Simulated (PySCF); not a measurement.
CH7BN2O, SMILES CNB(N)O. Atoms are numbered in the order given.

```xyz
12

C      1.9243    -0.0149     0.4724
N      0.7805    -0.5430    -0.2162
B     -0.5445    -0.0123    -0.1513
N     -0.8457     1.1503     0.6037
O     -1.5978    -0.6305    -0.7988
H      2.6473    -0.8081     0.7250
H      1.6106     0.4360     1.4270
H      2.4761     0.7619    -0.0943
H      0.9965    -1.2378    -0.9185
H     -1.7950     1.4887     0.6599
H     -0.1527     1.8048     0.9308
H     -1.3680    -1.5015    -1.1291
```

Coordinates come from a PBE0-D3(BJ)/def2-SVP optimisation. The structure was generated by enumeration, and PubChem lists no compound with its InChIKey, so it may never have been made. Other conformers were not sampled.

Two levels are set side by side: PBE/pcSseg-1 (PySCF) and KT2/pcSseg-1 (PySCF). GIAO shifts against BF3 (¹¹B), H2O (¹⁷O), NH3 (¹⁵N), TMS (¹H), TMS (¹³C) at the same level; non-relativistic, no solvent, atoms listed together averaged. Differences are taken from unrounded values.

```
quantity             KT2
------------------  ----
δ(¹³C) of C1 (ppm)  32.6
δ(¹⁵N) of N2 (ppm)  52.1
δ(¹¹B) of B3 (ppm)   9.1
δ(¹⁵N) of N4 (ppm)  43.6
δ(¹⁷O) of O5 (ppm)  75.8
δ(¹H) of H9 (ppm)   0.84
δ(¹H) of H12 (ppm)  1.63
```

Problem. What does PBE give, and how far is it from KT2? (The exact figures need the calculation; the answer reports its results.)

Solution. 
```
quantity             PBE  PBE minus KT2
------------------  ----  -------------
δ(¹³C) of C1 (ppm)  32.5           -0.1
δ(¹⁵N) of N2 (ppm)  57.3            5.1
δ(¹¹B) of B3 (ppm)   9.1            0.0
δ(¹⁵N) of N4 (ppm)  49.2            5.6
δ(¹⁷O) of O5 (ppm)  83.0            7.2
δ(¹H) of H9 (ppm)   0.90           0.07
δ(¹H) of H12 (ppm)  1.76           0.13
```

Rough cost on one machine, each run with all the roots and properties that it gave: KT2 against PBE within a factor of 2.
